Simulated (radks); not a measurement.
Values are calculated unless marked as measured or tabulated.
La+, 56 electrons, occupied as [Xe] 5d2 (the NIST ground configuration).

Level of theory: scalar-relativistic Kohn-Sham, Slater X-alpha with alpha = 0.667, spin-polarised, spherical densities, finite nucleus; open shells are filled with parallel spins first (spin-orbit coupling, left out, can overturn this in heavy ions); Fermi nuclear charge, rms radius 4.855 fm (a radial shooting solver on a logarithmic mesh with Libxc functionals).

Energy parts (hartree):
total: -8480.9288
kinetic: 8972.0486
electron-nucleus: -20531.1212
Hartree: 3269.3296
exchange: -191.1858

Orbitals (lengths in bohr, moments of r in powers of bohr; r(max) is where P^2 peaks; r(90%) holds 90 % of the orbital's charge):
| orbital | occ. | eigenvalue (hartree) | r(90%) | <r> | r(max) |
|---|---|---|---|---|---|
| 1s up | 1 | -1422.537 | 0.0452 | 0.02509 | 0.01609 |
| 1s down | 1 | -1422.537 | 0.0452 | 0.02509 | 0.01609 |
| 2s up | 1 | -226.5512 | 0.166 | 0.1075 | 0.09103 |
| 2s down | 1 | -226.5495 | 0.166 | 0.1075 | 0.09103 |
| 2p up | 3 | -203.1741 | 0.153 | 0.09428 | 0.07314 |
| 2p down | 3 | -203.1728 | 0.153 | 0.09428 | 0.07314 |
| 3s up | 1 | -48.49767 | 0.419 | 0.2856 | 0.2607 |
| 3s down | 1 | -48.49666 | 0.419 | 0.2856 | 0.2607 |
| 3p up | 3 | -41.03014 | 0.425 | 0.2835 | 0.2550 |
| 3p down | 3 | -41.02909 | 0.425 | 0.2835 | 0.2550 |
| 3d up | 5 | -30.26575 | 0.407 | 0.2601 | 0.2100 |
| 3d down | 5 | -30.26430 | 0.407 | 0.2601 | 0.2100 |
| 4s up | 1 | -9.84786 | 0.941 | 0.6547 | 0.6083 |
| 4s down | 1 | -9.84514 | 0.941 | 0.6548 | 0.6084 |
| 4p up | 3 | -7.41751 | 1.01 | 0.6938 | 0.6355 |
| 4p down | 3 | -7.41488 | 1.01 | 0.6938 | 0.6355 |
| 4d up | 5 | -3.89928 | 1.16 | 0.7688 | 0.6720 |
| 4d down | 5 | -3.89624 | 1.16 | 0.7685 | 0.6720 |
| 5s up | 1 | -1.54180 | 2.26 | 1.566 | 1.409 |
| 5s down | 1 | -1.51791 | 2.23 | 1.554 | 1.404 |
| 5p up | 3 | -0.94224 | 2.68 | 1.829 | 1.594 |
| 5p down | 3 | -0.90810 | 2.64 | 1.804 | 1.583 |
| 5d up | 2 | -0.25585 | 4.65 | 2.975 | 2.307 |
| 5d down | 0 | -0.19604 | 4.60 | 2.919 | 2.230 |

The highest occupied level is 5d up at -6.962 eV. For comparison, the ionisation energy in NIST's Atomic Spectra Database is 11.185 eV (measured). In exact Kohn-Sham theory the highest level is minus the ionisation energy, but local and semilocal functionals leave it too shallow, through self-interaction and a potential that decays too fast; potentials with the right tail come closer. The spin density at the nucleus is -3.253 e/bohr^3 (1s -0.005, 2s -0.127, 3s -0.048, 4s 0.132, 5s -3.206). The density falls to 0.001 e/bohr^3 at r = 4.47 bohr. Summed over all electrons, <r^2> = 61.58 bohr^2, which gives a Langevin (diamagnetic) susceptibility term of -48.8 x 10^-6 cm^3/mol. The electron density at the nucleus is 3.633e+05 e/bohr^3 (large components only).
